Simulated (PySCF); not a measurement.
## Br (bromine, neutral): UHF calculation

Configuration: [Ar] 3d10 4s2 4p5, 2P determinant. Calculation: PySCF 2.14, in def2-SVP (5s4p3d, 32 functions); the non-relativistic Hamiltonian (point nucleus).

```
Total energy                                                  : -2572.082202 hartree
One-electron energy                                           : -3581.6127 hartree
Hartree (Coulomb) energy                                      : 1099.1820 hartree
Exchange energy                                               : -89.6515 hartree
Kinetic energy                                                : 2572.07477 hartree
⟨S²⟩                                                          : 0.7559
⟨L²⟩                                                          : 2.019
Sum of ⟨r⟩                                                    : 25.80 bohr
Sum of ⟨r²⟩                                                   : 39.87 bohr²
Traceless quadrupole moment −½Σ⟨3z² − r²⟩ along its main axis : 2.12 e·bohr²
Density at the nucleus (Gaussians lack the cusp)              : 27800 bohr⁻³
Spin density at the nucleus                                   : 0.122 bohr⁻³
Langevin diamagnetic susceptibility                           : -31.6 ×10⁻⁶ cm³/mol
Time after the integrals                                      : 0.1 s of wall time on 1 thread of Neoverse-V1 (shared host)
```

| shell | electrons | mean orbital energy (hartree) | spread (hartree) | rms radius, mean of both spins (bohr) |
| --- | --- | --- | --- | --- |
| 1s α | 1 | -490.00636 | 0 | 0.0506 |
| 1s β | 1 | -490.00201 | 0 | 0.0506 |
| 2s α | 1 | -65.17322 | 0 | 0.210 |
| 2s β | 1 | -65.17106 | 0 | 0.210 |
| 2p α | 3 | -58.54517 | 0.00746 | 0.185 |
| 2p β | 3 | -58.54062 | 0.00261 | 0.185 |
| 3s α | 1 | -9.86659 | 0 | 0.599 |
| 3s β | 1 | -9.85847 | 0 | 0.599 |
| 3p α | 3 | -7.47789 | 0.02491 | 0.612 |
| 3p β | 3 | -7.46692 | 0.00124 | 0.612 |
| 3d α | 5 | -3.21676 | 0.02295 | 0.649 |
| 3d β | 5 | -3.21120 | 0.01306 | 0.649 |
| 4s α | 1 | -1.04003 | 0 | 1.87 |
| 4s β | 1 | -0.93397 | 0 | 1.87 |
| 4p α | 3 | -0.47122 | 0.06652 | 2.26 |
| 4p β | 2 | -0.42737 | 0 | 2.26 |
